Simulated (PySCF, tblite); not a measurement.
Species: C₄H₁₄Si₃.
Structure used (GFN2-xTB), in Å, numbered top down from 1:
```xyz
21
C4H14Si3 angstrom
Si     2.8176   -0.8033    0.2903
Si     1.2677    0.7773   -0.4197
C      0.0299   -0.0555   -1.6266
C     -0.9747   -0.9698   -0.9245
C     -1.9958   -0.2438   -0.0435
C     -1.4596    0.2258    1.3097
Si    -0.1883    1.6406    1.1650
H      3.5909   -1.4316   -0.7862
H      3.7938   -0.2134    1.2104
H      2.1848   -1.9100    1.0186
H      1.9443    1.8240   -1.2183
H     -0.5209    0.7062   -2.1826
H      0.5688   -0.6442   -2.3727
H     -0.4397   -1.7084   -0.3197
H     -1.5305   -1.5243   -1.6882
H     -2.3961    0.6124   -0.5937
H     -2.8309   -0.9298    0.1335
H     -1.0082   -0.6262    1.8232
H     -2.3050    0.5369    1.9264
H      0.3704    1.8950    2.5002
H     -0.9275    2.8592    0.7979
```

Method: PBE0/pcSseg-1 in PySCF (dipole) on a GFN2-xTB geometry, gas phase.

Masses are those of the commonest isotopes; rigid-rotor values at the optimised geometry. The values belong to one conformer with, in the numbering `[SiH3:1][Si@H:2]1[CH2:3][CH2:4][CH2:5][CH2:6][SiH2:7]1`, Si1–Si2–C3–C4 74°, Si2–C3–C4–C5 69°, C3–C4–C5–C6 -77°, C4–C5–C6–Si7 69°.

**Question.** What are A, B and C (cm⁻¹)?

**Answer.** Ia = 271.78, Ib = 487.24, Ic = 591.73 u·Å²; 505379 MHz·u·Å²/I gives 1860, 1037 and 854.1 MHz, that is A = 0.06203, B = 0.03460, C = 0.02849 cm⁻¹.

**Question.** What kind of rotor is it?

**Answer.** An asymmetric top: κ = (2 × 1037 − 1860 − 854.1)/(1860 − 854.1) = -0.64.

**Question.** Is it planar, by Δ = Ic − Ia − Ib?

**Answer.** Not planar: Δ = Ic − Ia − Ib = -167.29 u·Å². For a rigid frame Δ = −2 Σ m c², so Σ m c² = 83.64 u·Å² lies off the ab plane: 24.54 from hydrogen and 59.10 from heavier atoms. The atom farthest from that plane is 2.18 Å away.

**Question.** Give the other two planar moments, Paa and Pbb, and the rms extents of the mass along the axes.

**Answer.** Paa = Σ m a² = (Ib + Ic − Ia)/2 = 403.59 and Pbb = Σ m b² = (Ia + Ic − Ib)/2 = 188.14 u·Å². With the mass M = 146.04 u, the rms extents √(P/M) along a, b and c are 1.66, 1.14, 0.76 Å.

**Question.** Predict some low-J microwave lines.

**Answer.** The dipole components are |μa| = 0.73 D, |μb| = 0.79 D, |μc| = 0.03 D. Intensities carry the squares of the components, which stand as 0.86 : 1.00 : 0.00 (a : b : c). Some lines, for components of 0.1 D or more:

| type | branch | J(Ka,Kc) | MHz | lower level (cm⁻¹) |
| --- | --- | --- | --- | --- |
| b | Q | 2(1,1) ← 2(0,2) | 1216 | 0.188 |
| b | Q | 3(1,2) ← 3(0,3) | 1578 | 0.374 |
| b | Q | 2(2,0) ← 2(1,1) | 2494 | 0.229 |
| b | Q | 2(2,1) ← 2(1,2) | 3016 | 0.211 |
| a | R | 2(1,2) ← 1(1,1) | 3599 | 0.091 |
| a | R | 2(0,2) ← 1(0,1) | 3755 | 0.063 |
| a | R | 2(1,1) ← 1(1,0) | 3966 | 0.097 |
| b | R | 2(1,2) ← 1(0,1) | 4422 | 0.063 |
| a | R | 3(1,3) ← 2(1,2) | 5383 | 0.211 |
| a | R | 3(2,2) ← 2(2,1) | 5674 | 0.311 |
| a | R | 3(2,1) ← 2(2,0) | 5779 | 0.312 |
| b | R | 3(1,3) ← 2(0,2) | 6050 | 0.188 |
| b | R | 2(2,1) ← 1(1,0) | 6433 | 0.097 |
| b | R | 3(2,2) ← 2(1,1) | 8141 | 0.229 |
| b | R | 3(3,0) ← 2(2,1) | 10262 | 0.311 |

**Question.** Estimate the classical rotational partition function at 25 K, 298.15 K and 500 K.

**Answer.** Point group C1, symmetry number σ = 1; q = (√π/σ)·√((kT/h)³/(ABC)), k/h = 20836.6 MHz/K: 16400 at 25 K, 676000 at 298.15 K, 1470000 at 500 K.

Its GFN2-xTB frequencies are all real (lowest 32 cm⁻¹). Constants of a rigid frame at the computed geometry: no zero-point averaging, no centrifugal distortion. A rigid rotor knows nothing of internal rotation, which can split or shift real lines.
